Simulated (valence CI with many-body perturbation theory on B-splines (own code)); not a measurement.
**Forbidden lines of Re34+**

Computed by configuration interaction combined with many-body perturbation theory (CI+MBPT): five valence electrons over a frozen Dirac-Fock core [Kr], radial functions for each j: 7 s, 7 p, 8 d, 6 f, 4 g, 1 h, with the one-electron correlation potential Σ1 (screened to all orders), the two-electron term Σ2, the three-electron term Σ3, Breit, model QED; selected single and double excitations, second order for the rest (own B-spline code, finite nucleus).

The last digits are not significant, and no measured levels were compared; by estimate large intervals hold to a few tenths of a per cent, small ones and those within an open d or f shell to about a per cent. Only levels of the ground parity were solved; by the run's estimate the other parity begins above the list, which can be wrong where configurations are misplaced.

Lines 1 to 50 of 120 in falling wavelength, among levels below 82.834 eV, chosen from the decays that carry over 1 % of a level's rate. Wavelengths and rates use the calculated energies. Electric multipoles are in the length gauge, E1 and E2 with the static RPA response of the core. Weak lines are less certain than strong ones. Lines between different terms over intervals too small for the method are left out, as are lines whose strength nearly cancels. Branching is blank where the lifetime is uncertain.

Levels are named by their leading jj configuration (3d3/2^4 stands for four electrons in 3d with j = 3/2), which in mixed levels can hold well under half, so a name can repeat and another be missing. Letters in brackets count levels of one name in rising energy.

| λ vac (Å) | Upper | Lower | Type | A (s⁻¹) | Branch % |
| --- | --- | --- | --- | --- | --- |
| 12660 | (4d3/2^3 4d5/2^2) J=11/2 | (4d3/2^3 4d5/2^2) J=7/2 [a] | E2 | 2.87e-07 |  |
| 7939 | (4d3/2^3 4d5/2^2) J=9/2 | (4d3/2^3 4d5/2^2) J=11/2 | M1 | 1.89e+01 | 15.2 |
| 6484 | (4d3/2^3 4d5/2^2) J=7/2 [b] | (4d3/2^3 4d5/2^2) J=5/2 [b] | M1 | 2.66e+01 | 1.3 |
| 4880 | (4d3/2^3 4d5/2^2) J=9/2 | (4d3/2^3 4d5/2^2) J=7/2 [a] | M1 | 9.50e+01 | 76.3 |
| 4020 | (4d3/2^3 4d5/2^2) J=5/2 [b] | (4d3/2^3 4d5/2^2) J=3/2 [a] | M1 | 1.37e+02 | 3.1 |
| 3096 | (4d3/2^3 4d5/2^2) J=1/2 | (4d3/2^3 4d5/2^2) J=3/2 [a] | M1 | 8.74e+02 | 96.2 |
| 2630 | (4d3/2^3 4d5/2^2) J=7/2 [a] | (4d3/2^3 4d5/2^2) J=5/2 [a] | M1 | 5.64e+02 | 2.0 |
| 2251 | (4d3/2^3 4d5/2^2) J=7/2 [b] | (4d3/2^3 4d5/2^2) J=7/2 [a] | M1 | 2.00e+02 | 9.6 |
| 1911 | (4d3/2^2 4d5/2^3) J=1/2 [b] | (4d3/2^2 4d5/2^3) J=3/2 [a] | M1 | 1.49e+03 | 2.0 |
| 1875 | (4d3/2^3 4d5/2^2) J=3/2 [b] | (4d3/2^3 4d5/2^2) J=1/2 | M1 | 1.90e+02 | 1.8 |
| 1831 | (4d3/2^2 4d5/2^3) J=7/2 [b] | (4d3/2^2 4d5/2^3) J=7/2 [a] | M1 | 4.18e+02 | 1.6 |
| 1767 | (4d3/2^2 4d5/2^3) J=9/2 [c] | (4d3/2^2 4d5/2^3) J=9/2 [b] | M1 | 1.26e+03 | 4.2 |
| 1646 | (4d3/2^3 4d5/2^2) J=3/2 [b] | (4d3/2^3 4d5/2^2) J=5/2 [b] | M1 | 5.17e+02 | 4.8 |
| 1545 | (4d3/2^2 4d5/2^3) J=1/2 [a] | (4d3/2^3 4d5/2^2) J=3/2 [b] | M1 | 2.55e+03 | 3.0 |
| 1492 | (4d3/2^3 4d5/2^2) J=5/2 [b] | (4d3/2^3 4d5/2^2) J=5/2 [a] | M1 | 3.22e+03 | 73.5 |
| 1410 | (4d3/2^2 4d5/2^3) J=3/2 [c] | (4d3/2^2 4d5/2^3) J=1/2 [b] | M1 | 8.53e+02 | 2.7 |
| 1324 | (4d3/2^2 4d5/2^3) J=5/2 [b] | (4d3/2^3 4d5/2^2) J=3/2 [b] | M1 | 2.21e+03 | 3.1 |
| 1168 | (4d3/2^3 4d5/2^2) J=3/2 [b] | (4d3/2^3 4d5/2^2) J=3/2 [a] | M1 | 1.44e+03 | 13.4 |
| 1149 | (4d3/2^2 4d5/2^3) J=3/2 [b] | (4d3/2^2 4d5/2^3) J=5/2 [a] | M1 | 8.83e+02 | 2.4 |
| 1104 | (4d3/2^2 4d5/2^3) J=3/2 [c] | (4d3/2^2 4d5/2^3) J=5/2 [c] | M1 | 1.85e+03 | 5.8 |
| 985.5 | (4d3/2^2 4d5/2^3) J=9/2 [a] | (4d3/2^3 4d5/2^2) J=7/2 [b] | M1 | 5.39e+03 | 11.8 |
| 955.8 | (4d3/2^2 4d5/2^3) J=5/2 [c] | (4d3/2^3 4d5/2^2) J=3/2 [b] | M1 | 1.34e+04 | 14.5 |
| 937.8 | (4d3/2^2 4d5/2^3) J=7/2 [a] | (4d3/2^3 4d5/2^2) J=5/2 [b] | M1 | 1.04e+04 | 15.4 |
| 931.6 | (4d3/2^2 4d5/2^3) J=5/2 [a] | (4d3/2^3 4d5/2^2) J=3/2 [a] | M1 | 1.34e+03 | 1.0 |
| 919.4 | (4d3/2^2 4d5/2^3) J=3/2 [b] | (4d3/2^3 4d5/2^2) J=3/2 [b] | M1 | 3.75e+02 | 1.0 |
| 897.1 | (4d3/2^2 4d5/2^3) J=5/2 [a] | (4d3/2^3 4d5/2^2) J=7/2 [a] | M1 | 9.22e+03 | 7.1 |
| 889.5 | (4d3/2^3 4d5/2^2) J=5/2 [a] | (4d3/2^4 4d5/2) J=5/2 | M1 | 5.22e+04 | 100.0 |
| 868.5 | (4d3/2^2 4d5/2^3) J=7/2 [a] | (4d3/2^3 4d5/2^2) J=9/2 | M1 | 1.55e+04 | 22.9 |
| 847.1 | (4d3/2^2 4d5/2^3) J=1/2 [a] | (4d3/2^3 4d5/2^2) J=1/2 | M1 | 2.79e+04 | 33.2 |
| 836.8 | (4d3/2 4d5/2^4) J=7/2 [a] | (4d3/2^2 4d5/2^3) J=5/2 [c] | M1 | 9.78e+03 | 6.6 |
| 830.1 | (4d3/2^2 4d5/2^3) J=11/2 | (4d3/2^3 4d5/2^2) J=9/2 | M1 | 6.73e+03 |  |
| 827.4 | (4d3/2^2 4d5/2^3) J=5/2 [b] | (4d3/2^3 4d5/2^2) J=7/2 [b] | M1 | 7.33e+03 | 10.3 |
| 823.3 | (4d3/2 4d5/2^4) J=5/2 [a] | (4d3/2^2 4d5/2^3) J=3/2 [a] | M1 | 8.84e+03 | 4.9 |
| 804.5 | (4d3/2^2 4d5/2^3) J=1/2 [b] | (4d3/2^3 4d5/2^2) J=3/2 [b] | M1 | 9.94e+02 | 1.3 |
| 798.2 | (4d3/2^2 4d5/2^3) J=3/2 [a] | (4d3/2^3 4d5/2^2) J=1/2 | M1 | 5.07e+03 | 3.8 |
| 782.6 | (4d3/2^3 4d5/2^2) J=3/2 [b] | (4d3/2^3 4d5/2^2) J=5/2 [a] | M1 | 1.28e+03 | 12.0 |
| 773.7 | (4d3/2 4d5/2^4) J=7/2 [a] | (4d3/2^2 4d5/2^3) J=9/2 [b] | M1 | 1.00e+04 | 6.7 |
| 756.7 | (4d3/2^2 4d5/2^3) J=5/2 [d] | (4d3/2^2 4d5/2^3) J=5/2 [b] | M1 | 3.89e+03 | 3.7 |
| 753.5 | (4d3/2^2 4d5/2^3) J=3/2 [a] | (4d3/2^3 4d5/2^2) J=5/2 [b] | M1 | 2.12e+04 | 15.8 |
| 751.5 | (4d3/2^2 4d5/2^3) J=11/2 | (4d3/2^3 4d5/2^2) J=11/2 | M1 | 3.96e+04 |  |
| 737.2 | (4d3/2^2 4d5/2^3) J=7/2 [a] | (4d3/2^3 4d5/2^2) J=7/2 [a] | M1 | 2.44e+04 | 36.1 |
| 736.8 | (4d3/2^2 4d5/2^3) J=5/2 [d] | (4d3/2^2 4d5/2^3) J=3/2 [a] | M1 | 4.70e+03 | 4.5 |
| 733.7 | (4d3/2^2 4d5/2^3) J=5/2 [b] | (4d3/2^3 4d5/2^2) J=5/2 [b] | M1 | 2.79e+04 | 39.4 |
| 724.6 | (4d3/2^2 4d5/2^3) J=9/2 [a] | (4d3/2^3 4d5/2^2) J=11/2 | M1 | 1.56e+04 | 34.2 |
| 724.2 | (4d3/2 4d5/2^4) J=11/2 | (4d3/2^2 4d5/2^3) J=9/2 [b] | M1 | 9.58e+03 | 7.8 |
| 713.3 | (4d3/2^2 4d5/2^3) J=9/2 [b] | (4d3/2^3 4d5/2^2) J=7/2 [b] | M1 | 7.79e+03 | 8.4 |
| 685.7 | (4d3/2^2 4d5/2^3) J=7/2 [b] | (4d3/2^3 4d5/2^2) J=7/2 [b] | M1 | 8.41e+03 | 32.6 |
| 685.4 | (4d3/2^2 4d5/2^3) J=9/2 [a] | (4d3/2^3 4d5/2^2) J=7/2 [a] | M1 | 2.42e+04 | 53.0 |
| 677.8 | (4d3/2 4d5/2^4) J=5/2 [a] | (4d3/2^2 4d5/2^3) J=7/2 [a] | M1 | 3.62e+04 | 19.9 |
| 673.0 | (4d3/2 4d5/2^4) J=7/2 [a] | (4d3/2^2 4d5/2^3) J=5/2 [b] | M1 | 2.41e+04 | 16.2 |
